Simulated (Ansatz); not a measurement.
Input for Ansatz (a quantum-chemistry and plane-wave program): R-CCSD(T)/aug-cc-pVDZ on HBr (SMILES Br). The run froze 14 orbitals, filled d shells among them.

Ansatz 0.2 input:
```yaml
crystal:
  periodic: [false, false, false]
  atoms:
    - {symbol: Br, position_ang: [-1.11772540, -0.24016679, 4.07982834]}
    - {symbol: H, position_ang: [-0.80672421, -0.22541877, 2.67452318]}
basis:
  gaussian:
    orbitals: aug-cc-pVDZ
magnetization: {spin_polarized: false}
correlation: {method: ccsd_t, electrons: outside_noble_gas}
scf: {lower_state_search: off}
```

Question: What total energy does the run end on?

Answer: -2573.1268 hartree (reference determinant -2572.9734, T1 diagnostic 0.008).
